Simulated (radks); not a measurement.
Task: As14+, 19 electrons, occupied as [Ar] 3d1. All-electron calculation, Dirac Kohn-Sham, PBE, spin-unpolarised, spherical densities, point nucleus; open shells are shared between the two j in proportion to 2j + 1. Program: a radial shooting solver on a logarithmic mesh with Libxc functionals.

Spin-orbit splittings of the eigenvalues, e(l+1/2) - e(l-1/2), with zeta = 2 splitting/(2l+1) and mean radii in bohr:

shell  occ.  splitting (eV)  zeta (eV)  <r> j=l-1/2  <r> j=l+1/2
2p        6           36.70      24.47       0.1739       0.1775
3p        6               ?          ?       0.5297       0.5363
3d        1           1.298     0.5191       0.4968       0.4987

Estimate the 3p splitting.

Result: 6.869 eV (zeta = 4.579 eV).
